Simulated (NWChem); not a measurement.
Molecule: ZrN₂H₄O; SMILES [NH]=[Zr]([NH2])[OH]

```xyz
8

Zr    -0.0484    -0.0282    -0.1900
N     -1.7630     0.3700     0.2752
H     -2.7098     0.4737     0.6287
O      0.6693    -1.8065     0.2469
H      0.5583    -2.6635     0.6611
N      1.1526     1.5890     0.2185
H      2.1660     1.5598     0.3279
H      0.8389     2.4985     0.5500
```
Atoms are numbered in this order, from 1.

All runs: NWChem. Medium grid unless said otherwise, to which SCAN and Minnesota functionals are sensitive. Geometry: optimised at PBE0/def2-SVP. def2 effective core potentials on Zr; no spin-orbit coupling. Total energies of different functionals are on different scales.

| level | energy (Ha) | highest occupied level (eV) | orbital gap (eV) | dipole (D) |
|---|---|---|---|---|
| B3LYP/def2-SVP | -234.1500 | -5.95 | 3.83 | 2.12 |
| PBE/def2-SVP | -233.9412 | -4.91 | 2.38 | 2.00 |
| M05-2X/def2-SVP | -234.0190 | -7.61 | 6.55 | 2.24 |
| RPBE/def2-SVP | -234.1799 | -4.86 | 2.34 | 2.02 |
| MPW1K/def2-SVP | -234.0572 | -7.19 | 5.89 | 2.28 |
| B97-2/def2-SVP | -234.1073 | -5.96 | [?] | 2.13 |
| HCTH/407/def2-SVP | -234.2989 | -5.08 | 2.29 | 1.96 |

**Question.** Fill in the missing entries.

**Answer.** 
- B97-2/def2-SVP, orbital gap (eV): 4.19
